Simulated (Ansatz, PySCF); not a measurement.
Reaction (SMILES): [Te][TeH] → [Te-][TeH] (an electron is taken up)
Structures are relaxed separately at B3LYP-D3(BJ)/def2-TZVP in Ansatz (an electronic-structure program).

Quantity: adiabatic electron affinity (electronic energy difference), positive where the reaction releases energy, in eV. Valence correlation only, unless marked. UHF or UKS for open shells. No spin-orbit coupling. Frozen are the shells of the preceding noble gas and the d and f shells that filled before the atom's block. Past Kr the def2 sets carry scalar-relativistic core potentials. Anions need diffuse functions: def2-D sets add few; the other sets have none. CBS(X,Y): correlation extrapolated as X^-3; Hartree-Fock from the larger set.

| level | program | adiabatic electron affinity (eV) |
|---|---|---|
| PBE0-D3(BJ)/def2-TZVP | Ansatz + dftd3 | ? |
| BHLYP-D3(BJ)/def2-TZVPD | Ansatz + dftd3 | 2.06 |
| r2SCAN0/def2-TZVPD | Ansatz | 2.08 |
| PW6B95-D4/def2-TZVPD | PySCF + dftd4 | 2.08 |
| M06-2X/def2-TZVPD | PySCF | 2.06 |
| MN15-D3(BJ)/def2-TZVPD | PySCF + dftd3 | 2.07 |
| CAM-B3LYP-D4/def2-TZVPD | Ansatz + dftd4 | 2.18 |
| CAM-B3LYP/def2-TZVPD | Ansatz | 2.17 |
| B2GP-PLYP-D3(BJ)/def2-TZVPD | Ansatz + dftd3 | ? |
| B2PLYP-D4/def2-TZVPD | Ansatz + dftd4 | ? |
| SCS-MP2/def2-TZVPP | Ansatz | 2.03 |
| SCS-MP2/def2-TZVPPD | Ansatz | 2.13 |
| SCS-MP2/def2-QZVPPD | Ansatz | 2.23 |
| CCSD/def2-TZVPP | Ansatz | ? |
| CCSD/def2-QZVPP | Ansatz | 2.12 |
| CCSD(T)/CBS(def2-TZVPPD,def2-QZVPPD) | Ansatz | 2.28 |

Question: Fill in the missing entries.

Answer: 
- PBE0-D3(BJ)/def2-TZVP, adiabatic electron affinity (eV): 2.00
- B2GP-PLYP-D3(BJ)/def2-TZVPD, adiabatic electron affinity (eV): 2.10
- B2PLYP-D4/def2-TZVPD, adiabatic electron affinity (eV): 2.09
- CCSD/def2-TZVPP, adiabatic electron affinity (eV): 1.97
